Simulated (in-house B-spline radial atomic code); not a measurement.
Configurations of Os+, with energies counted from [Xe] 4f14 (5d3/2)4 (5d5/2)2 6s1. All numbers are computed (Dirac-Hartree-Fock, average of each configuration as written; Fermi nucleus of rms radius 5.4126 fm) with a B-spline radial code for spherical atoms, not measured. Energies include first-order Breit, QED and recoil terms.

Occupations are held fixed; configurations that lie above the ionisation limit could autoionise.

```
                                            configuration  E - E(ref) (eV)  highest orbital  its <r> (bohr)
                                   [Xe] 4f14 (5d5/2)6 6s1           3.2749            6s1/2           2.901
                 [Xe] 4f14 (5d3/2)3 (5d5/2)2 6s1 (9p1/2)1           16.731            9p1/2           21.07
             [Xe] (4f5/2)6 (4f7/2)7 (5d3/2)1 (5d5/2)6 6s1           51.658            6s1/2           2.855
   [Xe] (4f5/2)5 (4f7/2)8 (5d3/2)3 (5d5/2)3 6s1 (10g7/2)1           70.878           10g7/2           69.96
[Kr] (4d3/2)4 (4d5/2)5 4f14 5s2 5p6 (5d5/2)6 6s1 (7f7/2)1           302.59            7f7/2            23.3
```

Task: Order these further configurations by energy, lowest first.
A. [Xe] 4f14 (5d3/2)4 (5d5/2)2 (7f7/2)1
B. [Xe] (4f5/2)6 (4f7/2)7 (5d3/2)3 (5d5/2)3 6s2
C. [Xe] 4f14 (5d3/2)4 (5d5/2)1 6s1 (6d3/2)1
D. [Kr] (4d3/2)3 (4d5/2)6 4f14 5s2 5p6 (5d5/2)6 6s1 (8d5/2)1
E. [Xe] 4f14 (5d3/2)2 (5d5/2)4 6s1

Result: E (2.1646 eV), C (11.78 eV), A (13.561 eV), B (52.5 eV), D (315.79 eV).

Task: How far above the reference does [Kr] (4d3/2)4 (4d5/2)5 4f14 5s2 5p6 (5d5/2)6 (5f7/2)1 6s1 lie?

Result: 300.68 eV; its least bound orbital is 5f7/2 with <r> = 8.656 bohr.
